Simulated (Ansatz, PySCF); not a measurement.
Ga(Br)2(NH2) (Br2GaH2N), SMILES [NH2][Ga]([Br])[Br].

Geometry optimised at r2SCAN-D4/def2-SVP. The structure was generated by enumeration; whether it is a known compound was not checked. One conformer was computed; it need not be the lowest.

Vertical ionisation energy (IE) and electron affinity (EA) in eV. Rows of orbital energies are one-electron estimates. Where ΔSCF, EOM or ADC give a negative EA the extra electron is unbound and the value depends on the basis.

```tsv
level	IE	EA
−ε(HOMO), −ε(LUMO), B3LYP/def2-TZVP (PySCF)	7.71	1.61
−ε(HOMO), −ε(LUMO), PBE/def2-TZVP (PySCF)	6.58	2.20
ΔSCF, PBE/def2-SVPD (Ansatz), final states of multiplicity 2 and 2	9.61	0.24
```

Q: What vertical singlet–triplet gap does ΔSCF give with PBE/def2-SVPD (Ansatz, a program for electronic structure)? (The exact figures need the calculation; the answer reports its results.)

A: 4.54 eV (triplet above singlet where positive).
